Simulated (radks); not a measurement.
Numerical settings for the tin ion Sn+, [Kr] 4d10 5s2 5p1. Calculated with a radial shooting solver on a logarithmic mesh with Libxc functionals: Dirac Kohn-Sham, PBE, spin-unpolarised, spherical densities, point nucleus; open shells are shared between the two j in proportion to 2j + 1. The defaults (mesh step 0.008 in ln r, mesh end at 40 bohr or more with all orbitals vanishing there, Anderson mixing 0.5 over 9 steps, residual threshold near 1e-9 with the energy settled to 1e-9 hartree or 1e-11 of itself, here a cap of 100 iterations) give E = -6178.7485 hartree and 5p3/2 at -10.078 eV in 14 iterations. Times are rough (one thread of a shared host). Changes against that run (0 stands for a change within the tolerance of the run):

| setting | iterations | converged | E (mhartree) | e(5p3/2) (meV) | CPU (s) |
|---|---|---|---|---|---|
| mesh step in ln r 0.012 | 14 | yes | 0 | 0 | 0.13 |
| mesh step in ln r 0.02 | 14 | yes | +0.000316 | 0 | 0.09 |
| mesh step in ln r 0.005 | 14 | yes | 0 | 0 | 0.3 |
| mesh end (bohr) 400 | 14 | yes | 0 | 0 | 0.2 |
| mesh end (bohr) 1 | 13 | level above zero | +2.34e+05 | +1.09e+06 | 0.13 |
| residual threshold 1e-16 | 100 | no | 0 | 0 | 0.65 |
| residual threshold 1e-13 | 20 | yes | 0 | 0 | 0.23 |
| mixing 2.5 | 15 | yes | 0 | 0 | 0.2 |
| linear mixing, mixing 1 | 100 | no | +7.54e+04 | +7.3e+03 | 3.5 |
| linear mixing, mixing 0.5 | 30 | yes | 0 | 0 | 0.31 |
| mixing history 3 | 16 | yes | 0 | 0 | 0.2 |
| iteration cap 8 | 8 | no | 0 | +1 | 0.11 |

Settled on a wrong energy, with an occupied level pushed above zero by the early mesh end: mesh end (bohr) 1 (+234 hartree). Apart from these: no run marked as converged misses the energy by more than 1 mhartree. A mesh that ends early acts as a hard wall.
